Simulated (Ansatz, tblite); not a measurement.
Isomers of Rb3H3⁺ (doublet), found by a short tight-binding search and relaxed with PBE0-D4/def2-TZVP in Ansatz.

In the def2 sets Rb takes a core potential; there is no spin–orbit coupling. The xTB rows come from tblite. Correlated methods freeze no core orbitals; core or outer-core shells of Rb are correlated, in sets that lack core-valence functions.

Other spin states weren't relaxed.

A:

```xyz
6

Rb   -0.1098    2.2046    0.3094
Rb   -2.1444   -2.2271    1.7343
Rb    1.0513    3.6143   -4.6437
H    -1.1398   -0.0161    1.1213
H     0.9116   -1.5188    0.7750
H     1.4311   -2.0568    0.7037
```

B:

```xyz
6

Rb    3.3213    3.0734    3.9987
Rb    1.5523   -0.1316    0.2386
Rb   -1.4949   -2.7177   -2.9219
H    -1.5556    0.3258   -0.1931
H    -1.8087    0.8832    0.2424
H    -0.0143   -1.4331   -1.3647
```

C:

```csv
atom,x (Å),y (Å),z (Å)
Rb1,1.246,-1.015,-0.862
Rb2,3.735,-2.418,-5.261
Rb3,-1.063,0.258,3.498
H4,0.058,-0.356,1.338
H5,-1.718,1.505,0.639
H6,-2.259,2.026,0.648
```

Estimate which lies lowest at each level, and how far above it the others are (eV).


| level | A | B | C |
| --- | --- | --- | --- |
| GFN1-xTB | 0.12 | 0.09 | 0.00 |
| GFN2-xTB | 0.00 | 0.08 | 0.06 |
| HF/def2-TZVPP | 0.04 | 0.01 | 0.00 |
| PBE-D4/def2-TZVP | 0.02 | 0.00 | 0.00 |
| revPBE-D4/def2-TZVP | 0.02 | 0.00 | 0.00 |
| BLYP-D4/def2-TZVP | 0.02 | 0.00 | 0.00 |
| r2SCAN-D4/def2-TZVP | 0.03 | 0.01 | 0.00 |
| PBE0-D4/def2-TZVP | 0.03 | 0.00 | 0.00 |
| MP2/def2-TZVPP | 0.03 | 0.01 | 0.00 |
| CCSD/def2-TZVPP | 0.03 | 0.01 | 0.00 |
| CCSD(T)/def2-TZVPP | 0.03 | 0.01 | 0.00 |
Point groups (tolerance 0.1 Å): A not assigned, B not assigned, C not assigned. A and B have the same bonds, so they are conformers or stereoisomers. A and C have the same bonds, so they are conformers or stereoisomers. B and C have the same bonds, so they are conformers or stereoisomers. Lower isomers may exist.
